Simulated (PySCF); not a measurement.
Radial density of Xe²⁺ (xenon, charge +2)

UHF, [Kr] 4d10 5s1 5p5, high-spin 3P determinant (an excited configuration). All numbers are calculated (PySCF 2.14, a scalar-relativistic core potential, in aug-cc-pwCVTZ-PP with ECP28MDF). This is the valence pseudo-density: the core potential removes the inner electrons and smooths the orbitals near the nucleus.

```csv
r (bohr),4πr²ρ (e/bohr),4πr²(ρα − ρβ)
0.00118,1.414e-05,0.0000
0.00199,3.964e-05,0.0000
0.00335,0.0001093,0.0000
0.00564,0.0002888,0.0000
0.00948,0.0006892,0.0001
0.0159,0.001389,0.0002
0.0268,0.002387,0.0003
0.0451,0.003282,0.0004
0.0759,0.005998,0.0004
0.128,0.03377,0.0007
0.215,0.3804,0.0056
0.361,5.254,0.1074
0.607,27.37,0.3390
1.02,15.08,0.1539
1.72,4.786,1.5281
2.89,1.303,0.2885
4.86,0.02873,-0.0031
8.18,4.150e-05,0.0000
```

Energies and moments cover only the electrons outside the core potential.

(1) Where is the radial spin density 4πr²(ρα − ρβ) most negative, and why is it negative at all?

Results:

(1) Around r = 4.86 bohr, down to -0.0031 e/bohr: exchange with the open shell polarises the paired shells in an unrestricted calculation.
